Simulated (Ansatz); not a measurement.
`O=CBBr` + `CC(F)(Cl)Cl` → `CBC=O` + `FC(Cl)(Cl)Br`  (formal exchange of groups at a B–Br bond)

Calculated with Ansatz (gas phase, PBE0-D4/def2-TZVP geometries, no zero-point term in ΔE). CBS: MP2 limit from def2 TZ/QZ plus the TZ coupled-cluster correction, frozen cores. DFT in def2-TZVPP. HSE06 is defined as in plane-wave codes. For Br outer-core shells are correlated without core-valence functions, which leaves a few kJ/mol of doubt a bond. Scalar relativity is left out up to krypton. Each species was taken in one conformer, which may not be the lowest.

`O=CBBr`:

Cartesian coordinates in Å:
```
O 0.796 -1.542 0.376
C 0.742 -0.337 0.272
B -0.676 0.294 -0.012
Br -0.955 1.076 -1.712
H 1.673 0.272 0.318
H -1.579 0.237 0.757
```

`CC(F)(Cl)Cl`:

Cartesian coordinates in Å:
```
C 0.487 -0.646 0.204
C -0.340 0.562 -0.132
F 0.272 1.680 0.308
Cl -0.551 0.722 -1.889
Cl -1.935 0.481 0.646
H 0.611 -0.699 1.287
H 1.462 -0.550 -0.274
H -0.006 -1.549 -0.151
```

`CBC=O`:

```xyz
9

C    -1.041   -0.126   -0.632
B     0.115    0.571    0.129
C     1.306   -0.246    0.753
O     1.136   -0.685    1.872
H    -0.784   -0.026   -1.700
H    -1.141   -1.194   -0.431
H    -2.005    0.372   -0.514
H     0.135    1.759    0.287
H     2.280   -0.424    0.236
```

`FC(Cl)(Cl)Br`:

```xyz
5

F    -0.534   -0.285    1.275
C     0.001   -0.007    0.087
Cl    0.496    1.678    0.074
Cl    1.384   -1.060   -0.166
Br   -1.348   -0.326   -1.270
```

| level | ΔE (kJ/mol) | difference from CCSD(T)/CBS |
| --- | --- | --- |
| r2SCAN-D4 | 137.8 | -7.8 |
| B97M-V | 137.1 | -8.5 |
| ωB97X-V | 140.3 | -5.3 |
| revPBE | 128.3 | -17.3 |
| r2SCAN0 | 144.4 | -1.2 |
| HSE06 | 138.7 | -6.9 |
| HF/def2-TZVPP | 159.3 | 13.7 |
| CCSD/def2-TZVPP | 150.2 | 4.6 |
| HF/def2-QZVPP | 158.2 | 12.6 |
| CCSD/CBS(def2) | 147.2 | 1.6 |
| CCSD(T)/CBS | 145.6 | 0 |

Largest T1 diagnostic among the species: 0.016.

In def2-TZVPP, CCSD(T) changes the Hartree–Fock value by −10.7 kJ/mol (the triples alone add −1.6 kJ/mol) and MP2 by −11.1 kJ/mol. From PBE to PBE0 (25 % exact exchange), in def2-TZVPP and without D4, ΔE moves by +9.3 kJ/mol. At CCSD(T), def2-SVP lies +18.3 kJ/mol from the extrapolated value and def2-TZVPP +3.0 kJ/mol.
